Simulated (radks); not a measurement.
The nuclear charge of the gadolinium ion Gd+ is varied continuously with 63 electrons held in [Xe] 4f7 5d1 6s1. Calculated with a radial shooting solver on a logarithmic mesh with Libxc functionals: scalar-relativistic Kohn-Sham, BLYP, spin-polarised, spherical densities, finite nucleus; open shells are filled with parallel spins first (spin-orbit coupling, left out, can overturn this in heavy ions); Fermi nuclear charge, rms radius 5.1569 fm. By the Hellmann-Feynman theorem dE/dZ = E(electron-nucleus)/Z, the electronic potential at the nucleus (averaged over a nucleus of fixed radius). The scalar-relativistic energy here is not variational (the density holds large components alone), so the two differ by a part that grows with Z.

Z	E (hartree)	E(electron-nucleus)/Z (hartree)	HOMO	e(HOMO) (eV)	<r> HOMO (bohr)
63.5	-11056.5345	-424.490	5d	-4.538	2.892
64	-11271.2083	-429.361	5d	-8.804	2.533
64.5	-11488.3520	-434.230	6s	-13.492	3.344
65	-11707.9669	-439.101	6s	-17.685	3.143

The central difference of E at Z = 64 is -431.818 hartree, to compare with the third column; the second derivative is -9.88 hartree.
